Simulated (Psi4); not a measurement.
CH$_{5}$AlClN, singlet, at a GFN2-xTB geometry (such geometries of metal compounds can be far from the true shape); PBE0/pcseg-1 (Psi4).

Psi4 was given this input:
```
memory 2 GB

molecule {
0 1
Al    0.48135488   -0.09296804    0.19740626
Cl   -0.41146486    0.29270915    1.96914994
H     1.96551953   -0.44274904    0.17312218
N    -0.35861558   -0.05314847   -1.37433517
C     0.23627650   -0.32253180   -2.67921928
H    -1.34564708    0.16789078   -1.47428118
H     0.16094898    0.54518124   -3.34120768
H    -0.24180263   -1.17566085   -3.16956605
H     1.29092031   -0.55490309   -2.53423579
}

set {
  basis pcseg-1
}

energy('pbe0')
print_variables()
```

Output, abridged:

```
   => Loading Basis Set <=

    Name: PCSEG-1
    Role: ORBITAL
    Keyword: BASIS

         ---------------------------------------------------------
                                   SCF
               by Justin Turney, Rob Parrish, Andy Simmonett
                          and Daniel G. A. Smith
                              RKS Reference
         ---------------------------------------------------------

  ==> Geometry <==

    Molecular point group: c1
    Full point group: C1

    Geometry (in Angstrom), charge = 0, multiplicity = 1:

       Center              X                  Y                   Z               Mass
    ------------   -----------------  -----------------  -----------------  -----------------
         AL           0.500097264615    -0.110614515207     0.064464886433    26.981538530000
         CL          -0.392722475385     0.275062674793     1.836208566433    34.968852682000
         H            1.984261914615    -0.460395515207     0.040180806433     1.007825032230
         N           -0.339873195385    -0.070794945207    -1.507276543567    14.003074004430
         C            0.255018884615    -0.340178275207    -2.812160653567    12.000000000000
         H           -1.326904695385     0.150244304793    -1.607222553567     1.007825032230
         H            0.179691364615     0.527534764793    -3.474149053567     1.007825032230
         H           -0.223060245385    -1.193307325207    -3.302507423567     1.007825032230
         H            1.309662694615    -0.572549565207    -2.667177163567     1.007825032230

  Running in c1 symmetry.

  Rotational constants: A =      0.77575  B =      0.05888  C =      0.05529 [cm^-1]
  Rotational constants: A =  23256.37092  B =   1765.04529  C =   1657.63522 [MHz]
  Nuclear repulsion =  192.177911228119797

  Charge       = 0
  Multiplicity = 1
  Electrons    = 48
  Nalpha       = 24
  Nbeta        = 24

  ==> Algorithm <==

  SCF Algorithm Type is DF.
  DIIS enabled.
  MOM disabled.
  Fractional occupation disabled.
  Guess Type is SAD.
  Energy threshold   = 1.00e-06
  Density threshold  = 1.00e-06
  Integral threshold = 1.00e-12

  ==> Primary Basis <==

  Basis Set: PCSEG-1
    Blend: PCSEG-1
    Number of shells: 43
    Number of basis functions: 89
    Number of Cartesian functions: 93
    Spherical Harmonics?: true
    Max angular momentum: 2

  ==> DFT Potential <==

   => LibXC <=

    Version 7.1.2
    S. Lehtola, C. Steigemann, M. J. T. Oliveira, and M. A. L. Marques,  SoftwareX 7, 1–5 (2018) (10.1016/j.softx.2017.11.002)

   => Composite Functional: PBE0 <=

    PBE0 Hyb-GGA Exchange-Correlation Functional

    C. Adamo and V. Barone,  J. Chem. Phys. 110, 6158 (1999) (10.1063/1.478522)
    M. Ernzerhof and G. E. Scuseria,  J. Chem. Phys. 110, 5029 (1999) (10.1063/1.478401)

    Deriv               =              1
    GGA                 =           TRUE
    Meta                =          FALSE

    Exchange Hybrid     =           TRUE
    MP2 Hybrid          =          FALSE

   => Exchange Functionals <=

    0.7500   Perdew, Burke & Ernzerhof

   => Exact (HF) Exchange <=

    0.2500               HF

   => Correlation Functionals <=

    1.0000   Perdew, Burke & Ernzerhof

   => LibXC Density Thresholds  <==

    XC_HYB_GGA_XC_PBEH:  1.00E-15

   => Molecular Quadrature <=

    Radial Scheme          =       TREUTLER
    Pruning Scheme         =           NONE
    Nuclear Scheme         =       TREUTLER

    Blocking Scheme        =         OCTREE
    BS radius alpha        =              1
    Pruning alpha          =              1
    Radial Points          =             75
    Spherical Points       =            302
    Total Points           =         194529
    Total Blocks           =           1532
    Max Points             =            256
    Max Functions          =             87
    Weights Tolerance      =       1.00E-15

   => Loading Basis Set <=

    Name: (PCSEG-1 AUX)
    Role: JKFIT
    Keyword: DF_BASIS_SCF

  ==> Integral Setup <==

  SCF_SUBTYPE=INCORE selected. In-core MEM_DF algorithm will be used.
  Using in-core AOs.

  ==> MemDFJK: Density-Fitted J/K Matrices <==

    J tasked:                   Yes
    K tasked:                   Yes
    wK tasked:                   No
    Algorithm:                 Core
    Schwarz Cutoff:           1E-12
    Mask sparsity (%):       5.3781
    Fitting Condition:        1E-10

   => Auxiliary Basis Set <=

  Basis Set: (PCSEG-1 AUX)
    Blend: DEF2-UNIVERSAL-JKFIT
    Number of shells: 156
    Number of basis functions: 498
    Number of Cartesian functions: 592
    Spherical Harmonics?: true
    Max angular momentum: 4

  Minimum eigenvalue in the overlap matrix is 1.2063558670E-02.
  Reciprocal condition number of the overlap matrix is 2.1182485575E-03.
    Using symmetric orthogonalization.

  ==> Pre-Iterations <==

  SCF Guess: Superposition of Atomic Densities via on-the-fly atomic UHF (no occupation information).

   -------------------------
    Irrep   Nso     Nmo
   -------------------------
     A         89      89
   -------------------------
    Total      89      89
   -------------------------

  ==> Iterations <==

                           Total Energy        Delta E     RMS |[F,P]|

   @DF-RKS iter SAD:  -797.59979671664519   -7.97600e+02   0.00000e+00
   @DF-RKS iter   1:  -797.80519599141735   -2.05399e-01   9.40718e-03 DIIS/ADIIS
   @DF-RKS iter   2:  -797.01537763328542    7.89818e-01   1.56187e-02 DIIS/ADIIS
   @DF-RKS iter   3:  -798.13481329501235   -1.11944e+00   2.11787e-03 DIIS/ADIIS
   @DF-RKS iter   4:  -798.15219684457213   -1.73835e-02   8.00231e-04 DIIS/ADIIS
   @DF-RKS iter   5:  -798.15460487224016   -2.40803e-03   1.97351e-04 DIIS/ADIIS
   @DF-RKS iter   6:  -798.15476048632945   -1.55614e-04   3.48486e-05 DIIS
   @DF-RKS iter   7:  -798.15476552270729   -5.03638e-06   6.30149e-06 DIIS
   @DF-RKS iter   8:  -798.15476569904979   -1.76342e-07   2.24517e-06 DIIS
   @DF-RKS iter   9:  -798.15476572264640   -2.35966e-08   4.11165e-07 DIIS
  Energy and wave function converged.

  ==> Post-Iterations <==

   Electrons on quadrature grid:
      Ntotal   =   47.9999961132 ; deviation = -3.887e-06

    Orbital Energies [Eh]
    ---------------------

    Doubly Occupied:

       1A   -101.663929     2A    -56.148288     3A    -14.364282
       4A    -10.249003     5A     -9.506137     6A     -7.243220
       7A     -7.239585     8A     -7.238942     9A     -4.193878
      10A     -2.729700    11A     -2.726295    12A     -2.723528
      13A     -0.893553    14A     -0.837416    15A     -0.680823
      16A     -0.507920    17A     -0.456382    18A     -0.443491
      19A     -0.418644    20A     -0.372379    21A     -0.362180
      22A     -0.354601    23A     -0.327135    24A     -0.257586

    Virtual:

      25A     -0.016422    26A      0.008509    27A      0.038912
      28A      0.073288    29A      0.092152    30A      0.124987
      31A      0.125510    32A      0.140778    33A      0.152964
      34A      0.157752    35A      0.180587    36A      0.227687
      37A      0.274693    38A      0.324296    39A      0.401957
      40A      0.440292    41A      0.447627    42A      0.477462
      43A      0.488612    44A      0.506883    45A      0.546762
      46A      0.573591    47A      0.610431    48A      0.634706
      49A      0.644141    50A      0.676068    51A      0.695203
      52A      0.723939    53A      0.742734    54A      0.753300
      55A      0.772148    56A      0.808117    57A      0.858140
      58A      0.862026    59A      0.906349    60A      0.965569
      61A      0.980121    62A      1.111338    63A      1.267719
      64A      1.334978    65A      1.344240    66A      1.613887
      67A      1.680320    68A      1.866091    69A      1.889563
      70A      1.912107    71A      1.926119    72A      1.931474
      73A      1.957092    74A      1.995171    75A      2.090827
      76A      2.178421    77A      2.252227    78A      2.372798
      79A      2.435726    80A      2.439112    81A      2.556270
      82A      2.579919    83A      2.714936    84A      2.743130
      85A      2.864327    86A      3.063037    87A      3.235204
      88A      3.240185    89A      3.380823

    Final Occupation by Irrep:
              A
    DOCC [    24 ]
    NA   [    24 ]
    NB   [    24 ]

  @DF-RKS Final Energy:  -798.15476572264640

   => Energetics <=

    Nuclear Repulsion Energy =            192.1779112281197968
    One-Electron Energy =               -1484.1798069288311126
    Two-Electron Energy =                 539.8411997693442572
    DFT Exchange-Correlation Energy =     -45.9940697912792302
    Empirical Dispersion Energy =           0.0000000000000000
    VV10 Nonlocal Energy =                  0.0000000000000000
    Total Energy =                       -798.1547657226464025

Computation Completed

Properties will be evaluated at   0.000000,   0.000000,   0.000000 [a0]

Properties computed using the SCF density matrix

 Multipole Moments:

 ------------------------------------------------------------------------------------
     Multipole            Electronic (a.u.)      Nuclear  (a.u.)        Total (a.u.)
 ------------------------------------------------------------------------------------

 L = 1.  Multiply by 2.5417464519 to convert [e a0] to [Debye]
 Dipole X            :         -1.7996149            1.7000625           -0.0995524
 Dipole Y            :          1.5388360           -1.6006563           -0.0618203
 Dipole Z            :         11.2053000          -12.0586938           -0.8533939
 Magnitude           :                                                    0.8614021

 ------------------------------------------------------------------------------------

  Variable Map:
  ----------------------------------------------------------------------------
  "CURRENT ENERGY"              =>    -798.154765722646
  "CURRENT REFERENCE ENERGY"    =>    -798.154765722646
  "DD SOLVATION ENERGY"         =>       0.000000000000
  "DFT FUNCTIONAL TOTAL ENERGY" =>    -798.154765722646
  "DFT TOTAL ENERGY"            =>    -798.154765722646
  "DFT VV10 ENERGY"             =>       0.000000000000
  "DFT XC ENERGY"               =>     -45.994069791279
  "GRID ELECTRONS ALPHA"        =>      23.999998056619
  "GRID ELECTRONS BETA"         =>      23.999998056619
  "GRID ELECTRONS TOTAL"        =>      47.999996113238
  "NUCLEAR REPULSION ENERGY"    =>     192.177911228120
  "ONE-ELECTRON ENERGY"         =>   -1484.179806928831
  "PCM POLARIZATION ENERGY"     =>       0.000000000000
  "PE ENERGY"                   =>       0.000000000000
  "SCF ITERATION ENERGY"        =>    -798.154765722646
  "SCF ITERATIONS"              =>       9.000000000000
  "SCF TOTAL ENERGY"            =>    -798.154765722646
  "TWO-ELECTRON ENERGY"         =>     539.841199769344
  "XC GRID RADIAL POINTS"       =>      75.000000000000
  "XC GRID SPHERICAL POINTS"    =>     302.000000000000
  "XC GRID TOTAL POINTS"        =>  194529.000000000000

  Array Variable Map:
  ----------------------------------------------------------------------------
  "CURRENT DIPOLE"              =>      -0.099552393058 ... -0.853393867994 1 by 3
  "SCF DIPOLE"                  =>      -0.099552393058 ... -0.853393867994 1 by 3
  "SCF TOTAL ENERGIES"          =>    -797.599796716645 ... -798.154765722646 1 by 10
```
